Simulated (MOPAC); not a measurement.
MOPAC input (PM7):

```
PM7 FORCE THERMO(298,298) PRECISE LET CHARGE=-1 GEO-OK AUX(PRECISION=9) THREADS=1
HOSi

Si    0.23834458 1   -0.36597165 1    0.00928549 1
O    -0.27955189 1    1.00150038 1   -0.03446431 1
H     0.73929734 1   -1.68858623 1    0.05159908 1
```

### Question
Which zero-point energy does it print?

### Answer
5.69 kcal/mol, from the harmonic wavenumbers of PM7.
